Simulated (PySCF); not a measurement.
**Structure elucidation problem**

The spectra below were simulated for a compound C8H13OP.

1H NMR (300 MHz, computed): δ 7.02 (m, 1H), 6.70 (m, 1H), 6.64 (m, 1H), 6.10 (m, 2H), 6.08 (m, 2H), 2.00 (m, 6H).

13C{1H} NMR (computed): δ 151.6 (C), 144.5 (CH2), 137.6 (CH), 132.8 (CH2), 20.0 (CH3).

Method: geometry from GFN2-xTB, NMR shieldings at PBE0/pcSseg-1/GIAO, in PySCF 2.14 (non-relativistic, one averaged value for each set of equivalent atoms, in vacuum, single conformer).

Scale: 1H (31.72 ppm) and 13C (186.93 ppm) against TMS (reference shieldings calculated alike).

Choose the structure that fits.
A. CC[P@]1(=O)C=C[C@@H](C)C=C1
B. C=CP(=O)(C=C)C1CCC1
C. C=CP(=O)(C(=C)C)C(=C)C

Results:

C. 

- 5 carbon signals for 8 carbons: some carbons are equivalent by symmetry or fast rotation.
- Carbon types of the structure: 2 × C, 1 × CH, 3 × CH2, 2 × CH3, which accounts for all hydrogens.
- δC 151.6: fully substituted alkene carbon; an sp2 carbon of a C=C bond.
- δC 144.5, 132.8: terminal =CH2 carbon; an sp2 carbon of a C=C bond.
- δC 137.6: alkene CH; an sp2 carbon of a C=C bond.
- δH 6.64: hydrogen on an alkene CH; a vinylic proton, deshielded by the sp2 carbon and the C=C anisotropy.
- δH 2.00: hydrogen on an allylic methyl carbon; allylic position.

The others: CC[P@]1(=O)C=C[C@@H](C)C=C1 would give 6 carbon signals, not 5; C=CP(=O)(C=C)C1CCC1 would give 8 signals for carbon-bound and other non-exchanging H, not 6.

Splittings by 31P in the carbon and heteronuclear signals aren't shown, as no couplings were computed. Shifts are as computed. Against solution values, carbons near 30 ppm lie about +3 ppm off and those near 130 ppm about +5 ppm. Of 1211 compounds with measured shifts, 218 miss one by over three times the rms of a fit or turn the order of signals round; such compounds aren't used in these exercises. No couplings were computed; multiplicities are counted from neighbouring protons, with m where these are inequivalent, close in shift, in a saturated or five-membered ring or joined by F or P, and br s for small geminal =CH2 splittings.
